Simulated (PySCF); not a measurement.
**What each rung costs, and what it gives**

Saddle point of BH4SBr, singlet (BH₃S ([BH2][SH]) + HBr → BH₂Br ([BH2][Br]) + H₂S (still joined by a long B–S bond); bonds formed: B1–Br6, S2–H5; bonds broken: H5–Br6; bonds weakened to dative contacts: B1–S2), PBE0-D4/def2-TZVP structure:

```xyz
7
angstrom
B -0.5895 -0.3321 -0.3902
S 1.2463 0.0687 -0.6989
H -0.7971 -1.4984 -0.4961
H -1.3834 0.5031 -0.6788
H 0.8320 -0.0045 1.0080
Br -0.4625 -0.1465 1.9536
H 1.1541 1.4096 -0.6975
```

Barriers are electronic and count from the start structure reached by relaxing down the imaginary mode.

PySCF 2.14 with density fitting (its default auxiliary sets; JK sets also for MP2 and CCSD(T)); basis: as named in each row; cores frozen in the correlated methods. Filled d shells of the heavier atoms are correlated. The def2 sets are not built for correlating such inner shells, so the correlated values are less sure here. B3LYP uses VWN-RPA correlation. Extrapolation: Hartree–Fock as exp(−7.88 √X), correlation as X^−2.97.

Times are rough, for one single point on 4 threads of a shared host (Intel Xeon).

The estimate by CCSD(T) at an estimated basis limit (MP2 extrapolated from triple and quadruple zeta, plus CCSD(T) − MP2 in triple zeta) is 0.616 eV.

```
   method       basis  time (s)  barrier (eV)  method less estimate
       HF      STO-3G         2         0.930                 0.314
 B3LYP-D4       6-31G         6         0.670                 0.055
  PBE0-D4    def2-SVP         7         0.433                -0.182
      MP2  def2-QZVPP         8         0.526                -0.090
   PBE-D4    def2-SVP         8         0.277                -0.339
    SPW92  def2-TZVPP        10         0.012                -0.604
  PBE0-D4  def2-TZVPP        14         0.433                -0.183
 BHLYP-D4  def2-TZVPP        14         0.788                 0.172
 B3LYP-D4  def2-TZVPP        15         0.624                 0.009
   PBE-D4  def2-TZVPP        19         0.301                -0.315
r2SCAN-D4  def2-TZVPP        26         0.409                -0.207
  CCSD(T)    def2-SVP        80         0.849                 0.234
  wB97M-V  def2-TZVPP       280         0.629                 0.014
  CCSD(T)  def2-TZVPP       400         0.678                 0.063
```

All methods are single points on the PBE0-D4 structures.

T1 diagnostic: at most 0.011.

Labels in which every atom is bracketed show which atoms are joined, not bond orders.
